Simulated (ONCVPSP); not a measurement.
# antimony (Sb), ONCV: configuration errors across variants

* Element: Sb (Z = 51)
* Generator: ONCVPSP 4.0.1
* Type: optimised norm-conserving Vanderbilt (ONCV)
* Functional: LDA (Perdew-Zunger)
* Relativity: scalar-relativistic
* Frozen core: [Kr] 4d10
* Valence charge: 5
* Reference configuration: 5s2 5p1 (charge +2)
* Partial waves: 5s: rc 1.70 bohr, ncon 5, nbas 10, qcut 3.2 1/bohr, 1 projector; 5p: rc 1.70 bohr, ncon 4, nbas 7, qcut 5 1/bohr, 2 projectors, debl 3.2 Ha
* Local potential: polynomial inside 1.60 bohr (lpopt 5, dvloc0 1 Ha)
* Core correction: none

All-electron excitation energies from the reference (eV): (1) 5s2 5p3 -24.774; (2) 5s2 5p2 -16.253; (3) 5s2 5p0 24.785; (4) 5s1 5p4 -16.565.

A true bound ghost makes a file unfit for plane-wave use even where its test errors are small: the radial tests pick states by their node count and pass the ghost by.

Errors AE − PS in meV (a dash: test not solved or not reliable):

```csv
change,(1),(2),(3),(4),bound ghosts,GHOST(+) flags above zero
base,+25,+12,+22,+47,"s, p",none
"local potential polynomial inside 1.60 bohr (lpopt 5, dvloc0 0 Ha)",+40,+18,+30,+50,"s, p",none
"local potential polynomial inside 1.60 bohr (lpopt 5, dvloc0 1.5 Ha)",–,–,–,–,p,none
"local potential polynomial inside 1.60 bohr (lpopt 5, dvloc0 3.5 Ha)",+48,+21,+38,+51,p,s
"local potential polynomial inside 1.60 bohr (lpopt 5, dvloc0 6 Ha)",+45,+20,+35,+50,p,none
"local potential polynomial inside 1.60 bohr (lpopt 5, dvloc0 7.5 Ha)",+44,+19,+35,+49,p,none
"local potential polynomial inside 1.60 bohr (lpopt 5, dvloc0 8.5 Ha)",+43,+19,+34,+49,p,none
```

Give the same row for: local potential polynomial inside 1.60 bohr (lpopt 5, dvloc0 -2 Ha).

+44, +19, +32, +51; bound ghosts: s, p; GHOST(+) flags above zero: none.
